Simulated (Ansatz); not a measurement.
Ideal-gas functions of `F[Si](F)(F)[SiH2]Cl` at 500 K and 1 bar, from an Ansatz frequency run at PBE0-D4/def2-TZVP.

Molar mass 150.64 g/mol, point group Cs (symmetry number 1), electronic degeneracy 1, moments of inertia 161.827, 497.324, 530.076 u Å². Harmonic wavenumbers (cm⁻¹, unscaled): 30, 77, 141, 182, 296, 300, 323, 491, 492, 565, 685, 792, 875, 933, 969, 973, 2245, 2258.

Use S(trans) = R[1.5 ln M + 2.5 ln T − 1.1517]; rotational temperatures θ = 24.2544 K / I; S(rot) = R[ln(√π/σ · √(T³/θAθBθC)) + 1.5]; for each mode x = 1.438777 ν̃/T, S = R[x/(eˣ − 1) − ln(1 − e⁻ˣ)] and H = RT x/(eˣ − 1); 1 cm⁻¹ = 0.0119627 kJ/mol; R = 8.31446 J/(mol·K).

**Question.** By hand: the entropy, in J/(mol·K).

**Answer.** Translation 182.1. Rotation: θ = 0.1499, 0.0488, 0.0458 K, giving 128.0. Vibration, mode by mode: 28.68, 20.86, 15.87, 13.79, 9.90, 9.79, 9.22, 6.10, 6.09, 5.13, 3.90, 3.06, 2.54, 2.22, 2.05, 2.03, 0.10, 0.09, in all 141.4. Electronic 0.0. Sum 451.5 J/(mol·K).

**Question.** By hand: H − E and G − E in kJ/mol, counted from the electronic energy.

**Answer.** Zero-point energy ½ × 12627 × 0.0119627 = 75.5; thermal vibration 33.2; translation, rotation and pV give 4 RT = 16.6. H − E = 125.3 kJ/mol, and G − E = 125.3 − 500 × 451.5/1000 = -100.4 kJ/mol.

Vibration gives 31 % of the entropy, 65.4 J/(mol·K) of it from the modes under 150 cm⁻¹: soft modes count most, and the harmonic formula is weakest for them. The sum counts one conformer and one mirror image; others add a mixing term.
